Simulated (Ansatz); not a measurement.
Consider the redistribution: `O[Si](O)(Cl)C[SiH2]Cl` + `C=C[SiH2]Cl` → `O[SiH](O)C[SiH2]Cl` + `C=C[SiH](Cl)Cl`.

Program: Ansatz. Geometries: PBE0-D4/def2-TZVP. ΔE: electronic, gas phase. CBS: MP2 limit from def2 TZ/QZ plus the TZ coupled-cluster correction, frozen cores. Functionals use def2-TZVPP. B3LYP here is the variant with VWN-RPA as its local correlation; programs differ in this. One conformer a species, not always the lowest.

| level | ΔE (eV) |
| --- | --- |
| B3LYP-D4 | 0.12 |
| PBE0 | 0.11 |
| HF/def2-TZVPP | 0.13 |
| MP2/def2-QZVPP | 0.10 |

Q: What does CCSD(T)/CBS give? (An estimate is asked.)

A: Ansatz gave: +0.11 eV. The listed levels differ from it by 0.01, 0.00, 0.02, -0.01 eV.

Largest T1 diagnostic among the species: 0.011.
